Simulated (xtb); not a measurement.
Mg(NMe2)(SeH) (C₂H₇MgNSe), SMILES C[N](C)[Mg][SeH]. All values are semi-empirical tight-binding results from xtb (GFN2-xTB unless named), good for trends rather than for accurate numbers. Coordinates come from a GFN2-xTB optimisation. Other conformers were not sampled.

Optimised geometry:

```xyz
12

Mg    -1.1281    -0.5867    -0.0997
N     -1.4964     1.1175    -0.9563
C     -0.7086     1.2400    -2.1558
C     -1.1369     2.1554    -0.0268
H     -0.8974     2.2130    -2.6260
H      0.3837     1.1766    -1.9661
H     -0.9935     0.4513    -2.8592
H     -0.0673     2.1169     0.2755
H     -1.3056     3.1390    -0.4806
H     -1.7594     2.0710     0.8702
Se     1.1371    -0.8853     0.7791
H      1.0635    -2.2216     1.2845
```

For metal compounds this method's bond lengths and energies can be far off.

Computed properties:
```
Quantity                                       Value
-------------------------------------  -------------
orbital gap                                  1.53 eV
zero-point energy                      53.0 kcal/mol
G − E(el) at 298.15 K (modified RRHO)  31.3 kcal/mol
```

Give the atomic charges and the Wiberg bond orders between heavy atoms. (Estimate from the structure and the level; the computed values follow.)

charges (e) Mg1 0.45, N2 -0.32, C3 -0.02, C4 -0.02, H5 0.04, H6 0.03, H7 0.04, H8 0.03, H9 0.04, H10 0.04, Se11 -0.47, H12 0.17. Bond orders Mg1–N2 0.78, N2–C3 1.05, N2–C4 1.05, Mg1–Se11 0.85.
